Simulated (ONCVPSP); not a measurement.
**Transferability test, ONCV potential for C**

* Element: carbon
* Generator: ONCVPSP 4.0.1
* Type: optimised norm-conserving Vanderbilt (ONCV)
* Functional: PBE
* Relativity: scalar-relativistic
* Frozen core: [He]
* Valence charge: 4
* Reference configuration: 2s2 2p2
* Partial waves: 2s: rc 1.20 bohr, ncon 4, nbas 7, qcut 6.4 1/bohr, 2 projectors, debl 1.2 Ha; 2p: rc 1.55 bohr, ncon 5, nbas 8, qcut 5.9 1/bohr, 3 projectors, debl 2.3 Ha; d scattering state at 0.19 Ha: rc 1.20 bohr, ncon 4, nbas 7, qcut 8.3 1/bohr, local
* Local potential: the d channel
* Core correction: Teter function, fcfact 2.5, rcfact 1.5

Energies are relative to the spin-unpolarised reference configuration 2s2 2p2; without spin polarisation the order of configurations can differ from experiment.

Q: Give the all-electron excitation energy and the error of the potential for: 2s2 2p1; 2s2 2p0; 2s1 2p0; 2s1 2p2.

A:

```csv
valence configuration,charge,ΔE all-electron (eV),error AE − PS (meV)
2s2 2p1,+1,10.861,+13
2s2 2p0,+2,35.017,+143
2s1 2p0,+3,83.211,+343
2s1 2p2,+1,19.615,-3.6
```

Levels in the configuration 2s2 2p1:

| level | all-electron (eV) | pseudo (eV) |
| --- | --- | --- |
| 2s | -25.758 | -25.747 |
| 2p | -17.005 | -16.964 |

Note: ghosts flagged at negative energy: p at -11073.8 eV; GHOST(+) flags only above 600 eV. A true bound ghost makes a file unfit for plane-wave use.
